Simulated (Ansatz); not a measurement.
Relaxation of BFH8N2 (12 atoms, charge 0, multiplicity 1), to a largest force component of 0.03 eV/Å in at most 50 steps.

Level of theory: RKS PBE-D4/6-31G* in Ansatz.

```xyz
12
Properties=species:S:1:pos:R:3:forces:R:3
B -1.668 -0.739 -0.205 0.96 0.61 1.81
F 0.375 -0.552 -1.972 -0.63 -0.72 -0.96
H -2.237 0.111 -0.836 0.01 0.01 -0.01
H -1.660 -1.906 -0.486 0.01 -0.02 0.00
H 1.063 0.582 0.610 -0.14 -0.09 0.05
N -1.021 -0.329 1.060 -0.91 -0.58 -1.85
H 0.774 -0.061 -1.297 0.69 0.82 1.14
N 1.913 1.094 0.352 0.00 -0.03 -0.18
H -0.657 -1.010 1.724 0.01 0.00 0.02
H -1.147 0.599 1.461 0.00 -0.01 0.00
H 2.591 0.433 -0.041 0.00 0.01 0.00
H 1.675 1.780 -0.371 0.02 0.00 0.00
```

Task: Where does it end, and by what steps?

Result: It converged. After 7 steps the energy has fallen by 0.150 eV; N8 moved furthest, 0.21 Å.

| step | energy less start (eV) | largest force component (eV/Å) | accepted |
| --- | --- | --- | --- |
| 0 | 0.0000 | 1.854 | yes |
| 1 | -0.1156 | 0.669 | yes |
| 2 | -0.0902 | 0.680 | no |
| 3 | -0.1372 | 0.301 | yes |
| 4 | -0.1441 | 0.068 | yes |
| 5 | -0.1473 | 0.083 | yes |
| 6 | -0.1486 | 0.139 | yes |
| 7 | -0.1499 | 0.018 | yes |

```xyz
12
Properties=species:S:1:pos:R:3
B -1.566 -0.712 -0.176
F 0.373 -0.405 -1.886
H -2.170 0.105 -0.822
H -1.492 -1.873 -0.480
H 0.918 0.519 0.548
N -1.037 -0.311 1.073
H 0.895 0.061 -1.224
N 1.791 0.966 0.243
H -0.642 -0.969 1.744
H -1.208 0.608 1.480
H 2.498 0.299 -0.064
H 1.641 1.712 -0.436
```

Whether the end is a true minimum wasn't checked by a vibrational analysis.

Time of the run: 10 s on 2 threads of Arm Neoverse V2, on a shared host, peak memory 0.12 GiB.
